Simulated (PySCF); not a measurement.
Isomers of C6H14BN. Method used: PBE0-D3(BJ)/def2-SVP geometry optimisation, gas phase in PySCF 2.14.0. Energies are electronic, without zero-point or thermal terms, for one conformer each. No frequencies were run at this level. Point groups hold within 0.08 Å.

Question: Order them by energy at this level, lowest first, and give relative energies in kcal/mol.
A. `[CH3:1][N:2]([CH3:3])[BH:4][CH:5]1[CH2:6][CH2:7][CH2:8]1` with N2–B4–C5–C6 -177°, B4–C5–C6–C7 140°, C5–C6–C7–C8 -18°, C6–C7–C8–C5 18°, B4–C5–C8–C7 -141°
B. `[CH3:1][N:2]([CH3:3])[B:4]1[CH2:5][CH2:6][CH2:7][CH2:8]1` with N2–B4–C5–C6 -168°, B4–C5–C6–C7 -32°, C5–C6–C7–C8 42°, C6–C7–C8–B4 -32°

Answer: B (0.0), A (30.2).

As drawn, the higher has a four-membered ring, which the lower lacks.

| SMILES | E (Eh) | E rel (kcal/mol) | dipole (D) | point group | A, B, C (MHz) |
| --- | --- | --- | --- | --- | --- |
| CN(C)B1CCCC1 | -316.12140 | 0.0 | 1.61 | C2 | 3801, 1334, 1037 |
| CN(C)BC1CCC1 | -316.07325 | 30.2 | 1.78 | C1 | 4826, 1017, 913.8 |
